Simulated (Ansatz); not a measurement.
`FB1CB1Cl`. The species carries charge 0 and has multiplicity 1. The structure was optimised at the PBE0-D4/def2-TZVP level.

```xyz
7

F    -0.575    0.261    2.158
B    -0.388    0.388    0.874
C     0.380   -0.578   -0.194
B    -0.399    0.613   -0.664
Cl   -0.239    1.637   -2.050
H     1.269   -1.014   -0.645
H    -0.048   -1.307    0.521
```

Problem. What is the dipole moment at PBE/def2-TZVPP? (Best estimate.)

Solution. Computed: 1.85 D, with components (0.78, -1.56, 0.60) D in this frame, pointing from negative to positive charge.

Problem. And with r2SCAN, B3LYP, ωB97M-V? (An estimate is asked.)

Solution. Ansatz gave: r2SCAN 1.88 D, B3LYP 1.78 D, ωB97M-V 1.79 D.

Problem. Give the Mulliken charges with PBE, r2SCAN, B3LYP in def2-TZVPP. (An estimate is asked.)

Solution. Ansatz gave: 
```
atom    PBE  r2SCAN  B3LYP
  F1  -0.18   -0.25  -0.23
  B2   0.32    0.38   0.41
  C3  -0.16   -0.19  -0.21
  B4  -0.10   -0.01  -0.10
 Cl5  -0.12   -0.14  -0.13
  H6   0.12    0.10   0.13
  H7   0.12    0.11   0.12
```

B3LYP here is the variant with VWN-RPA as its local correlation; programs differ in this.
